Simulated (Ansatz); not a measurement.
Two isomers of BH8NSi2: A = `B[SiH2]N[SiH3]`, B = `BN[SiH2][SiH3]`.

Program: Ansatz. Geometries: PBE0-D4/def2-TZVP. ΔE: electronic, gas phase. CBS: MP2 limit from def2 TZ/QZ plus the TZ coupled-cluster correction, frozen cores. Functionals use def2-TZVPP. Each species was taken in one conformer, which may not be the lowest.

**Question.** Which is lower in electronic energy at CCSD(T)/CBS, and by how much? (Best estimate.)

**Answer.** Computed: B, by 107.7 kJ/mol.

**Question.** Give E(B) − E(A) in kJ/mol with B2PLYP, MP2/def2-TZVPP, BLYP-D4, PBE-D4, CCSD(T)/def2-SVP, HF/def2-TZVPP, LDA (SPW92). (Best estimate.)

**Answer.** Ansatz gave: B2PLYP -111.3, MP2/def2-TZVPP -108.3, BLYP-D4 -117.0, PBE-D4 -124.6, CCSD(T)/def2-SVP -127.9, HF/def2-TZVPP -93.3, LDA (SPW92) -132.1. None reverses the order clearly.

**Question.** Does the order hold for the free energy at 298.15 K (harmonic terms from PBE0-D4)? (Estimate.)

**Answer.** Ansatz gave: Yes: G(B) − G(A) = -98.9 kJ/mol, for one conformer each. Modes under 60 cm⁻¹, often nearly free rotors, make the harmonic entropy too high.

Largest T1 diagnostic: 0.013.

Leaving LDA and LC-ωPBE aside and taking each functional with its dispersion term where it has one, the values, not all of them listed here, spread over 18.3 kJ/mol, from PBE-D4 to BHLYP-D4. LDA lies −7.2 kJ/mol from PBE without D4. From PBE to PBE0 (25 % exact exchange), in def2-TZVPP and without D4, E(B) − E(A) moves by +6.2 kJ/mol.
